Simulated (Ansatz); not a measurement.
Process, species as SMILES: [Cl][Ge] (Cl-Ge) → Cl atom + Ge atom
B3LYP-D3(BJ)/def2-TZVP geometries, fixed; electronic energies without zero-point terms.
Largest species:
```xyz
2

Ge     0.0000     0.0000    -0.7621
Cl     0.0000     0.0000     1.4345
```
Charge 0, spin multiplicity 2.

Basis-set convergence of the atomisation energy at wB97M-V with Ansatz (an electronic-structure program). Cartesian d functions, on some or all atoms, in 3-21G, 6-31G, 6-31G**, 6-311G**; all else is spherical. The program fits the integrals of some runs and decomposes those of others, by size. Open shells are unrestricted. The functional holds VV10 correlation; no added dispersion term, no relativity. Functions are those of the species that has most. Reference: the value in aug-cc-pV(5+d)Z, 95.49 kcal/mol, itself unsure by roughly 0.07 kcal/mol (its mean distance from pcseg-4, aug-pcseg-3, aug-cc-pV(Q+d)Z). Deviations are taken from unrounded values.

```
basis        functions  atomisation energy (kcal/mol)  minus reference (kcal/mol)
-----------  ---------  -----------------------------  --------------------------
3-21G               36                          90.69                       -4.80
6-31G               42                          82.08                      -13.42
cc-pV(D+d)Z         50                          93.21                       -2.29
6-31G**             54                          91.94                       -3.55
aug-pcseg-1         63                          92.44                       -3.06
6-311G**            71                          92.17                       -3.32
cc-pV(T+d)Z         82                          95.23                       -0.26
aug-pcseg-2        109                          95.08                       -0.42
cc-pV(Q+d)Z        132                          95.52                        0.03
aug-pcseg-3        182                          95.41                       -0.08
cc-pV(5+d)Z        204                          95.47                       -0.03
```

The smallest set listed that lies within 1 kcal/mol of the reference with all its larger relatives (same family, alike in diffuse functions; a set with none counts only in the reference's own line) is cc-pV(T+d)Z (82 functions, -0.26 kcal/mol off).
